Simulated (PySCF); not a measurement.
Computed with PBE-D3(BJ)/def2-TZVP // PBE0-D3(BJ)/def2-TZVP (PySCF). Gas-phase values, no solvent. Excitations are Tamm–Dancoff values on a coarser integration grid. The basis has no diffuse functions, so Rydberg states are missing or too high.

Reference species (SMILES): `[Br][Ga]([Br])[Br]` (neutral, multiplicity 1).

```
Quantity                  Result
----------------------  --------
S1 oscillator strength     0.000
HOMO–LUMO gap            4.31 eV
LUMO                    -3.09 eV
S1 excitation (TDA)      4.47 eV
```

Changed species: `[Cl][Ga]([Cl])[Br]` (1 of 3 Cl replaced by Br; the reference has 3 of 3 Cl replaced by Br).

Question: Give the shifts of the S1 oscillator strength, HOMO–LUMO gap, LUMO and S1 excitation (TDA).

Answer: the S1 oscillator strength is nearly the same; the HOMO–LUMO gap goes up by 0.41 eV, to 4.72 eV; the LUMO goes up by 0.13 eV, to -2.96 eV; the S1 excitation (TDA) rises by 0.43 eV, to 4.90 eV.
